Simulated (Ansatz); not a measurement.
cis-CoF2(H2O)4 (CoO₄F₂H₈), 15 atoms. Hardware: 4 threads of Arm Neoverse V2 on a shared host.

Correlated methods freeze 11 core orbitals; core or outer-core shells of Co are correlated, in sets that lack core-valence functions.

(1) How many basis functions does each of these Ansatz runs have, and roughly what does it cost? PBE0-D4/def2-SVP, charge 0 quartet, energy with a search over starts; PBE0-D4/def2-SVP, charge 0 quartet, energy, from earlier orbitals; MP2/def2-TZVP, charge 0 quartet, energy, from earlier orbitals; PBE-QIDH/def2-TZVP, charge 0 quartet, energy, from earlier orbitals; PBE-D4/def2-TZVP, charge 0 quartet, energy and forces, from earlier orbitals; PBE-D4/def2-SVP, charge 0 quartet, relaxation, 14 steps; HF/def2-TZVP, charge 0 quartet, energy, from earlier orbitals; HF/STO-3G, charge 0 quartet, energy; PBE-D4/def2-SVP, charge 0 quartet, energy, from earlier orbitals; r2SCAN-D4/def2-TZVP, charge 0 quartet, energy, from earlier orbitals; RPA@PBE/def2-TZVP, charge 0 quartet, energy, from earlier orbitals; BHLYP-D4/def2-TZVP, charge 0 quartet, energy, from earlier orbitals.

## Answers

(1) Other jobs shared the machine, so times can vary by a factor of up to 3. A dash marks memory too small to be measured apart from the calling script's.

```tsv
run	functions	fitting or Cholesky vectors	wall time	peak host memory (GiB)
HF/STO-3G, charge 0 quartet, energy	56	703	1.8 s	–
PBE-D4/def2-SVP, charge 0 quartet, energy, from earlier orbitals	155	1718	4.9 s	–
PBE0-D4/def2-SVP, charge 0 quartet, energy, from earlier orbitals	155	1516	9.5 s	0.63
PBE-D4/def2-TZVP, charge 0 quartet, energy and forces, from earlier orbitals	279	1722	10 s	–
PBE0-D4/def2-SVP, charge 0 quartet, energy with a search over starts	155	1516	21 s	0.64
MP2/def2-TZVP, charge 0 quartet, energy, from earlier orbitals	279	2073	23 s	1.1
r2SCAN-D4/def2-TZVP, charge 0 quartet, energy, from earlier orbitals	279	1722	24 s	0.62
RPA@PBE/def2-TZVP, charge 0 quartet, energy, from earlier orbitals	279	2073	24 s	1.1
HF/def2-TZVP, charge 0 quartet, energy, from earlier orbitals	279	2119	32 s	1.9
PBE-QIDH/def2-TZVP, charge 0 quartet, energy, from earlier orbitals	279	2073	35 s	1.3
PBE-D4/def2-SVP, charge 0 quartet, relaxation, 14 steps	155	1718	49 s	–
BHLYP-D4/def2-TZVP, charge 0 quartet, energy, from earlier orbitals	279	1996	79 s	1.3
```
